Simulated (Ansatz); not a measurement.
Reaction (ligand exchange at the Si–C bond): `O[Si](O)(F)C[SiH2]Cl` + `FCS` → `FCS[SiH2]Cl` + `C[Si](O)(O)F`

Program: Ansatz. Geometries: PBE0-D4/def2-TZVP. ΔE: electronic, gas phase. CCSD(T)/CBS adds triple-zeta CCSD(T) − MP2 to the extrapolated MP2 energy (def2 sets, frozen cores). This one scheme is used for every species. DFT in def2-TZVPP. B3LYP here is the variant with VWN-RPA as its local correlation; programs differ in this. One conformer a species, not always the lowest.

`O[Si](O)(F)C[SiH2]Cl`:

Cartesian coordinates in Å:
```
O 0.465 2.512 -0.613
Si 0.238 1.149 0.237
O -1.010 1.389 1.252
F 1.543 0.816 1.095
C -0.003 -0.259 -0.936
Si 0.056 -1.957 -0.185
Cl -1.149 -2.012 1.504
H 0.353 3.351 -0.162
H -1.269 0.651 1.810
H 0.786 -0.214 -1.697
H -0.959 -0.123 -1.451
H 1.424 -2.314 0.251
H -0.476 -2.990 -1.104
```

`FCS`:

Z-matrix (Å, degrees):
```
C
S 1 1.789
F 1 1.375 2 113.1
H 1 1.090 2 110.8 3 121.5
H 1 1.092 2 106.3 3 -118.9
H 2 1.342 1 96.6 3 -76.4
```

`FCS[SiH2]Cl`:

Cartesian coordinates in Å:
```
F -1.759 -0.867 0.839
C -1.269 -0.738 -0.435
S -0.639 0.923 -0.766
Si 1.148 0.877 0.380
Cl 2.398 -0.626 -0.258
H -2.082 -0.901 -1.143
H -0.481 -1.479 -0.581
H 1.795 2.186 0.152
H 0.890 0.624 1.813
```

`C[Si](O)(O)F`:

```xyz
10

C    -0.286    0.788    1.113
Si   -0.085   -0.297   -0.358
O    -0.287    0.608   -1.693
O     1.366   -1.044   -0.468
F    -1.189   -1.454   -0.287
H    -1.259    1.284    1.093
H     0.489    1.557    1.129
H    -0.218    0.211    2.037
H     0.003    0.241   -2.530
H     1.467   -1.894   -0.037
```

```
             level  ΔE (kJ/mol)  difference from CCSD(T)/CBS
            PBE-D4        -45.3                         -2.5
         r2SCAN-D4        -45.2                         -2.4
           PBE0-D4        -43.6                         -0.8
          B3LYP-D4        -42.5                          0.3
           ωB97X-V        -41.1                          1.7
           ωB97M-V        -40.4                          2.4
            B2PLYP        -45.7                         -2.9
               PBE        -48.4                         -5.6
            r2SCAN        -46.2                         -3.4
              PBE0        -46.5                         -3.7
             B3LYP        -47.3                         -4.5
     HF/def2-TZVPP        -45.1                         -2.3
    MP2/def2-TZVPP        -43.2                         -0.4
SCS-MP2/def2-TZVPP        -42.5                          0.3
   CCSD/def2-TZVPP        -39.4                          3.4
CCSD(T)/def2-TZVPP        -39.7                          3.1
     HF/def2-QZVPP        -44.7                         -1.9
    MP2/def2-QZVPP        -44.9                         -2.1
SCS-MP2/def2-QZVPP        -44.2                         -1.4
      HF/CBS(def2)        -44.7                         -1.9
     MP2/CBS(def2)        -46.3                         -3.5
    CCSD/CBS(def2)        -42.4                          0.4
       CCSD(T)/CBS        -42.8                            0
```

Largest T1 diagnostic among the species: 0.011.

The D4 term adds +4.8 kJ/mol with B3LYP and +2.9 kJ/mol with PBE0; it sums over pairs of atoms, weighted by their polarisabilities, and B3LYP, whose exchange is more repulsive, gets the larger term.
